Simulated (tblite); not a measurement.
C₈H₇O (doublet state).
Geometry (GFN2-xTB, Å), atoms numbered from 1 in this order:
```
atom  x, y, z in Å
C1     3.048   -0.538    0.052
C2     2.168    0.439    0.118
C3     2.144    1.910    0.183
C4     0.798    2.032    0.169
C5     0.679    0.574    0.155
C6    -0.325   -0.309    0.214
C7    -1.729    0.111    0.282
C8    -2.707   -1.041    0.325
O9    -2.081    1.269    0.306
H10    4.107   -0.345    0.036
H11    2.738   -1.569    0.008
H12    0.079    2.822    0.190
H13   -0.108   -1.368    0.208
H14   -2.507   -1.657    1.200
H15   -2.587   -1.659   -0.562
H16   -3.724   -0.662    0.372
```

All values are computed: GFN2-xTB (tblite) harmonic vibrations without scaling, gas phase. This tight-binding method is rough: wavenumbers can miss measured ones by several per cent, in bad cases by 10 to 20. One conformer, not necessarily the lowest. Open shells enter through the occupations alone, without spin polarisation, and single modes of such species can be off by tens of per cent. The optimisation stopped once no atom felt more than 0.01 eV/Å.

Lowest wavenumbers of the output (negative numbers stand for imaginary wavenumbers):
```
mode    cm-1
  1     -27.4
  2      65.9
  3     107.7
  4     112.3
  5     124.6
  6     224.8
  7     307.4
  8     330.8
  9     422.2
 10     570.4
 11     585.3
 12     604.5
 13     682.2
 14     691.3
 15     794.0
```

Question: Is this structure a minimum?

Answer: Not by this Hessian. 1 mode is imaginary beyond 20i (27i cm⁻¹), so at this level the point lies at or near a first-order saddle. The curvature is small, so loose convergence or finite differences may be the whole cause.

Question: Which atoms move in the imaginary mode?

Answer: 27i: C3 (carbon bonded to 2 C) 52 %. These are shares of the mass-weighted motion.

Question: What is the remedy?

Answer: Step along that mode in both directions, optimise again with tighter thresholds and repeat the frequencies. The zero-point energy of this point (73.7 kcal/mol) counts the 41 real modes alone, and thermal corrections from it aren't those of a minimum.
